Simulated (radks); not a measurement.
The numbers below are computed, except where a source is named.
Problem. Level of theory: non-relativistic Kohn-Sham, LDA (Slater exchange, VWN5 correlation), spin-polarised, spherical densities, point nucleus; open shells are filled with parallel spins first (spin-orbit coupling, left out, can overturn this in heavy ions) (a radial shooting solver on a logarithmic mesh with Libxc functionals). Response by self-consistent Sternheimer equations with the Hartree and adiabatic LDA kernel. For heavy and open-shell atoms this level of theory can miss by tens of per cent. Rank V+, B3+, Br+, Te3+, K+, Ti3+, Pd+, B+ (NIST ground configurations) by static dipole polarisability, largest first.

Solution. V+ 17.54, Br+ 12.69, Pd+ 11.61, Te3+ 11.27, B+ 10.78, K+ 5.742, Ti3+ 2.306, B3+ 0.02094 bohr^3.
